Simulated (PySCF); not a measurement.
Method: PBE-D3(BJ)/def2-TZVP run with PySCF 2.14.0. All species are isolated molecules in the gas phase. One relaxed conformer stands for a flexible species; it need not be the lowest. Excitations are Tamm–Dancoff values on a coarser integration grid. The basis has no diffuse functions, so Rydberg states are missing or too high.

Reference species (SMILES): `C1CC12SSS2` (neutral, multiplicity 1).

```yaml
T1 excitation (TDA): 1.46 eV
S1 excitation (TDA): 1.87 eV
```

Changed species: `SC=C1SCS1` (H–S–C–C torsion 99°).

**Question.** What does the change do to the T1 excitation (TDA) and S1 excitation (TDA)?

**Answer.** the T1 excitation (TDA) rises by 1.41 eV, to 2.87 eV; the S1 excitation (TDA) rises by 1.19 eV, to 3.06 eV.
